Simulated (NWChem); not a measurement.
CF₂InNO; SMILES O=C=[N][In]([F])[F]

```xyz
6

In     0.0054     0.5412     0.0000
F     -1.8778     1.0047     0.0000
F      1.2901     1.9872     0.0000
N      0.6369    -1.3593     0.0000
C      0.2236    -2.4973     0.0000
O     -0.0967    -3.6182     0.0000
```
Atoms are numbered in this order, from 1.

All runs: NWChem. All runs use the structure optimised with PBE0/def2-SVP. def2 effective core potentials on In; no spin-orbit coupling. Level M06-2X/def2-SVP: energy and gradient on several grids; changes count from the extra-fine grid, which is no exact limit either.

Task: Which is the coarsest grid (fine; xcoarse; xfine; medium; coarse) from which on the energy stays within 100 μHa and each gradient component within 200 μHa/bohr of xfine?

Result: medium.
```csv
grid,size of the energy change (μHa),largest change of a gradient component (μHa/bohr)
xcoarse,10000,5000
coarse,1000,1000
medium,50,100
fine,< 10,50
xfine,< 10,< 30
```
